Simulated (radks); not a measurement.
Ag, configuration [Kr] 4d10 5s1 (the NIST ground configuration). All-electron calculation, scalar-relativistic Kohn-Sham, Slater X-alpha with alpha = 0.667, spin-polarised, spherical densities, point nucleus; open shells are filled with parallel spins first (spin-orbit coupling, left out, can overturn this in heavy ions). Program: a radial shooting solver on a logarithmic mesh with Libxc functionals. Some entries of the table are withheld. Estimate them.

| orbital | occ. | eigenvalue (eV) | r(max) (bohr) |
|---|---|---|---|
| 1s up | 1 | -25296.61 | 0.02018 |
| 1s down | 1 | -25296.59 | 0.02018 |
| 2s down | 1 | -3723.932 | 0.1141 |
| 2s up | 1 | -3723.919 | 0.1141 |
| 2p down | 3 | -3342.233 | 0.09116 |
| 2p up | 3 | -3342.226 | 0.09116 |
| 3s up | 1 | -680.9308 | 0.3331 |
| 3s down | 1 | -680.9290 | 0.3331 |
| 3p up | 3 | -555.5725 | 0.3261 |
| 3p down | 3 | -555.5718 | 0.3261 |
| 3d down | 5 | -357.2529 | 0.2735 |
| 3d up | 5 | -357.2465 | 0.2735 |
| 4s down | 1 | (1) | 0.8214 |
| 4s up | 1 | (2) | 0.8214 |
| 4p down | 3 | -57.3009 | 0.8754 |
| 4p up | 3 | -57.2866 | 0.8755 |
| 4d up | 5 | -6.4724 | 1.039 |
| 4d down | 5 | -6.2295 | 1.036 |
| 5s up | 1 | -4.2409 | (3) |
| 5s down | 0 | -3.0609 | (4) |

Answer. 
(1) 4s down eigenvalue (eV): -93.7132
(2) 4s up eigenvalue (eV): -93.6747
(3) 5s up r(max) (bohr): 2.533
(4) 5s down r(max) (bohr): 2.476
